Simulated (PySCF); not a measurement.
## Working out the ionisation energy of Al+

Al+ [Ne] 3s2 (1S) → Al(2+) [Ne] 3s1 (2S). Computed with PySCF 2.14 in x2c-TZVPPall, with scalar relativity by spin-free X2C-1e. Frozen: 1s2. Energies in hartree (1 hartree = 27.21139 eV):

| part | Al+ (lower) | Al(2+) (upper) |
| --- | --- | --- |
| UHF | -242.104750 | -241.459468 |
| CCSD correlation | -0.190722 | -0.148105 |
| (T) | -0.002233 | -0.001115 |

Q: What does Hartree-Fock give?

A: (-241.459468) − (-242.104750) = 0.645282 hartree = 17.559 eV.

Q: What do CCSD and CCSD(T) give?

A: The CCSD correlation energies differ by 0.042617 hartree = 1.160 eV and the triples by 0.001118 hartree = 0.030 eV, so CCSD gives 18.719 eV and CCSD(T) 18.749 eV.

Measured between the centres of the two terms (NIST): 18.829 eV, so CCSD(T) (valence and next inner shell) is off by -0.080 eV.

What remains against the reference includes basis incompleteness, the frozen core and higher excitations.
